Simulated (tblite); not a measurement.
Species: C7H11O (doublet state).
Structure used (GFN2-xTB), in Å, numbered top down from 1:
```
atom  x, y, z in Å
C1     2.8585   -0.0363    0.5298
C2     1.7826   -0.7478   -0.1947
C3     0.7019   -0.0234   -0.8745
C4    -0.3638    0.5619    0.1242
C5    -1.1354   -0.5265    0.7984
C6    -2.3942   -0.4935    0.3955
C7    -2.5808    0.6493   -0.5540
O8    -1.3359    1.3271   -0.5695
H9     2.9787    0.9772    0.1522
H10    3.8077   -0.5663    0.4347
H11    2.6458    0.0304    1.6052
H12    1.6804   -1.8083   -0.0353
H13    0.1663   -0.6731   -1.5692
H14    1.0886    0.8393   -1.4235
H15    0.1593    1.2211    0.8282
H16   -0.6671   -1.2223    1.4678
H17   -3.2003   -1.1486    0.6665
H18   -2.8427    0.3002   -1.5650
H19   -3.3595    1.3487   -0.2241
```

Structure optimised with GFN2-xTB, isolated species. This method treats the open shell by occupation alone, without spin polarisation.

Masses are those of the commonest isotopes; rigid-rotor values at the optimised geometry. The values belong to one conformer with, in the numbering `[CH3:1][CH:2][CH2:3][C@@H:4]1[CH:5]=[CH:6][CH2:7][O:8]1`, C1–C2–C3–C4 -75°, C2–C3–C4–C5 -67°.

(1) What are A, B and C (GHz)?

(2) What kind of rotor is it?

(3) What does the inertial defect say?

(4) Give the other two planar moments, Paa and Pbb, and the rms extents of the mass along the axes.

(5) Where do the levels up to J = 4 lie, in cm⁻¹?

(6) Estimate the classical rotational partition function at 10 K, 100 K and 298.15 K.

## Answers

(1) Ia = 97.55, Ib = 426.97, Ic = 469.06 u·Å²; 505379 MHz·u·Å²/I gives 5181, 1184 and 1077 MHz, that is A = 5.1809, B = 1.1836, C = 1.0774 GHz.

(2) A near-prolate asymmetric top. Ray's parameter κ = (2B − A − C)/(A − C) = -0.948; −1 is the prolate and +1 the oblate limit.

(3) Not planar: Δ = Ic − Ia − Ib = -55.46 u·Å². For a rigid frame Δ = −2 Σ m c², so Σ m c² = 27.73 u·Å² lies off the ab plane: 10.73 from hydrogen and 17.00 from heavier atoms. The atom farthest from that plane is 1.67 Å away.

(4) Paa = Σ m a² = (Ib + Ic − Ia)/2 = 399.24 and Pbb = Σ m b² = (Ia + Ic − Ib)/2 = 69.82 u·Å². With the mass M = 111.08 u, the rms extents √(P/M) along a, b and c are 1.90, 0.79, 0.50 Å.

(5) Above 0(0,0):
J = 1: 1(0,1) 0.0754, 1(1,1) 0.2088, 1(1,0) 0.2123
J = 2: 2(0,2) 0.2262, 2(1,2) 0.3561, 2(1,1) 0.3667, 2(2,1) 0.7667, 2(2,0) 0.7668
J = 3: 3(0,3) 0.4522, 3(1,3) 0.5770, 3(1,2) 0.5982, 3(2,2) 0.9929, 3(2,1) 0.9933, 3(3,1) 1.6685, 3(3,0) 1.6685
J = 4: 4(0,4) 0.7532, 4(1,4) 0.8714, 4(1,3) 0.9068, 4(2,3) 1.2946, 4(2,2) 1.2956, 4(3,2) 1.9703, 4(3,1) 1.9703, 4(4,1) 2.9159, 4(4,0) 2.9159
Those of J = 1 are B + C, A + C and A + B.

(6) Point group C1, symmetry number σ = 1; q = (√π/σ)·√((kT/h)³/(ABC)), k/h = 20836.6 MHz/K: 2070 at 10 K, 65600 at 100 K, 338000 at 298.15 K.

For this open shell read J as N, the rotation without spin; fine and hyperfine splittings come on top. Its GFN2-xTB frequencies are all real (lowest 55 cm⁻¹). No vibrational averaging or centrifugal distortion is included, and the geometry carries the error of its method.

The numbers are calculated, not measured.
